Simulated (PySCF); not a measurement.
## Orbital picture of KBe⁺

PBE0 at R = 3.491 Å; basis K pcseg-2, Be pcseg-2; no relativity; PySCF 2.14. State: ¹Σ⁺ (singlet), closed shell. Only the outer orbitals are listed, counted within each symmetry.

```csv
orbital,occ.,ε (eV),on K (%),main shells (%)
5σ,2,-43.79,100,100 K s
2π,2,-26.25,100,100 K p
2π,2,-26.25,100,100 K p
6σ,2,-26.22,100,100 K p
7σ,2,-10.72,9,90 Be s
8σ,0,-5.82,44,"51 Be p, 42 K s"
3π,0,-5.19,12,88 Be p
3π,0,-5.19,12,88 Be p
```

Q: Which are the highest filled and the lowest empty level, where do they sit, and how wide is the gap?

A: Highest filled 7σ at -10.72 eV (in %: 90 Be s); lowest empty 8σ at -5.82 eV (in %: 51 Be p, 42 K s); the gap at PBE0 is 4.90 eV.

The bond order (Mayer) is 0.33, the ⟨S²⟩ is 0.000 and the charge on K (Mulliken, basis-dependent) is 0.82. The charge on K (Löwdin, basis-dependent) is 0.71, the dipole moment (positive dipole points towards Be; it is taken about the centre of mass and depends on that origin) is -0.63 D and the polarisability along the bond is 58.5 bohr³. The polarisability across the bond is 43.2 bohr³.

Closed-shell solutions of metal pairs were not tested for spin polarisation, which can lower them a little.
